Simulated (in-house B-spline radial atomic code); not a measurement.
Many-body shifts of the gap in n-type InAs

For InAs the NSM archive of the Ioffe Institute lists m* = 0.023 m0, a heavy-hole mass of 0.41 m0 and ε = 15.15, so a* = 34.86 nm, Ha* = 2.727 meV and m_h/m* = 17.8. The electrons form a uniform gas in one parabolic band at zero temperature. Exchange and RPA correlation lower the electron chemical potential by μ_x = −k_F/π and μ_c = d(n ε_c)/dn. A single heavy hole at rest gains the second-order self-energy of its screening cloud in the RPA. Shifts from the dopant ions, band tails, light holes and non-parabolicity are left out, so this is the carrier part of the narrowing only.

```json
{"n (cm⁻³)": "1.85e15", "r_s": "1.45", "E_F (meV)": "2.39", "μ_x (meV)": "-1.1", "μ_c (meV)": "-0.21", "hole (meV)": "-1.2", "sum (meV)": "-2.6"}
{"n (cm⁻³)": "4.01e15", "r_s": "1.12", "E_F (meV)": "4", "μ_x (meV)": "-1.5", "μ_c (meV)": "-0.23", "hole (meV)": "-1.4", "sum (meV)": "-3.1"}
{"n (cm⁻³)": "8.47e15", "r_s": "0.873", "E_F (meV)": "6.59", "μ_x (meV)": "-1.9", "μ_c (meV)": "-0.25", "hole (meV)": "-1.7", "sum (meV)": "-3.8"}
{"n (cm⁻³)": "1.81e16", "r_s": "0.678", "E_F (meV)": "10.9", "μ_x (meV)": "-2.5", "μ_c (meV)": "-0.27", "hole (meV)": "-1.9", "sum (meV)": "-4.7"}
{"n (cm⁻³)": "3.85e16", "r_s": "0.527", "E_F (meV)": "18.1", "μ_x (meV)": "-3.2", "μ_c (meV)": "-0.29", "hole (meV)": "-2.3", "sum (meV)": "-5.7"}
{"n (cm⁻³)": "8.24e16", "r_s": "0.409", "E_F (meV)": "30", "μ_x (meV)": "-4.1", "μ_c (meV)": "-0.31", "hole (meV)": "-2.6", "sum (meV)": "-7.0"}
{"n (cm⁻³)": "1.75e17", "r_s": "0.318", "E_F (meV)": "49.7", "μ_x (meV)": "-5.2", "μ_c (meV)": "-0.33", "hole (meV)": "-3.1", "sum (meV)": "-8.6"}
{"n (cm⁻³)": "3.74e17", "r_s": "0.247", "E_F (meV)": "82.3", "μ_x (meV)": "-6.7", "μ_c (meV)": "-0.35", "hole (meV)": "-3.5", "sum (meV)": "-10.6"}
```

(1) Work out the row r_s = 0.678, where ε_c = -0.0890 Ha* and dε_c/dr_s = 0.0397 Ha*, and estimate the hole term for an infinitely heavy hole with Thomas-Fermi screening.

(2) How do the parts scale with density, and what happens to the absorption edge?

Results:

(1) k_F = 2.8306, so μ_x = −0.9010 Ha* = -2.5 meV. μ_c = ε_c − (r_s/3) dε_c/dr_s = -0.0980 Ha* = -0.27 meV. A fixed charge gains −q_s/2 with q_s = √(4k_F/π) = 1.8984, that is -2.6 meV. The computed -1.9 meV is 0.75 of it, since the hole recoils and Lindhard screening weakens at large q.

(2) End to end μ_x goes as n^0.33, μ_c as n^0.09, the hole term as n^0.20 and E_F as n^0.67. With vertical transitions from the heavy-hole band the edge moves by E_F (1 + m*/m_h) plus the sum, taking the hole's shift at rest for that at k_F: -0.0 meV in the first row and +76 meV in the last. Band filling (Burstein-Moss) grows faster than the narrowing.
